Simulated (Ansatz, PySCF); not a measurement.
Breaking a bond: Co(CO)4(H), SMILES [O+]#[C-]->[CoH](<-[C-]#[O+])(<-[C-]#[O+])<-[C-]#[O+] (C4HCoO4). The Co1–H10 bond (Co1 also carries C, C, C, C; H10 carries nothing else) is varied alone, starting from the PBE0/def2-SVP optimised geometry.

RKS-PBE0 = restricted PBE0/def2-SVP (Ansatz, a first-principles code); RKS-PBE = Ansatz with restricted PBE/def2-SVP; RKS-B3LYP/6-31G* = restricted B3LYP/6-31G*, spherical d run with PySCF; UKS-PBE0 = unrestricted PBE0/def2-SVP (Ansatz).

Energies relative to the lowest point of each curve near equilibrium, in kcal/mol:

| R / Å | RKS-PBE0 | RKS-PBE | RKS-B3LYP/6-31G* |
|---|---|---|---|
| 1.20 | 20.2 | 21.8 | 22.5 |
| 1.31 | 5.9 | 6.7 | 7.1 |
| 1.47 | 0.0 | 0.0 | 0.0 |
| 1.52 | 0.4 | 0.1 | 0.1 |
| 1.58 | 1.8 | 1.3 | 1.2 |
| 1.96 | 22.5 | 19.9 | 20.0 |
| 2.13 | 33.9 | 30.3 | 30.4 |
| 2.43 | 52.8 | 47.3 | 47.9 |
| 2.71 | 68.2 | 60.6 | 62.1 |
| 3.09 | 84.8 | 74.5 | 77.4 |
| 3.60 | 100.5 | 86.7 | 91.7 |
| 4.31 | 113.0 | 95.5 | 103.2 |

### Question
Estimate the UKS-PBE0 values at these points.

### Answer
1.20: 20.2; 1.31: 5.9; 1.47: 0.0; 1.52: 0.4; 1.58: 1.8; 1.96: 22.5; 2.13: 33.9; 2.43: 49.0; 2.71: 55.8; 3.09: 59.8; 3.60: 61.6; 4.31: 62.2 (kcal/mol).

The restricted form behind RKS-PBE0, RKS-PBE, RKS-B3LYP/6-31G* keeps the bonding electrons paired and can't separate into open-shell fragments. The unrestricted determinant behind UKS-PBE0 is spin-contaminated at 2.43 to 4.31 Å (<S²> up to 1.0, against 0.00 for a pure singlet).
